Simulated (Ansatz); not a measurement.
## Ansatz (development build ahead of 0.2.0) run

```yaml
crystal:
  periodic: [false, false, false]
  atoms:
    - { symbol: Al, position_ang: [-0.05843, -0.00852, -0.01064] }
    - { symbol: Cl, position_ang: [1.45242, 1.50309, 1.45985] }
    - { symbol: Cl, position_ang: [1.44218, -1.51958, -1.49768] }
    - { symbol: Cl, position_ang: [-1.4764, 1.52525, -1.44933] }
    - { symbol: Cl, position_ang: [-1.49253, -1.52201, 1.44346] }
basis:
  gaussian: { orbitals: "6-31G" }
total_charge: -1
hamiltonian:
  xc: hf
```

The input is written out in the form of the current development build from the run's settings.

Output:

```
Converged                       : yes
Total energy                    : -2080.06300 hartree
Spin squared of the determinant : 0.000
```

Caution: stretched shape with no unrestricted run beside it, a lower state can exist; no diffuse functions for an anion.
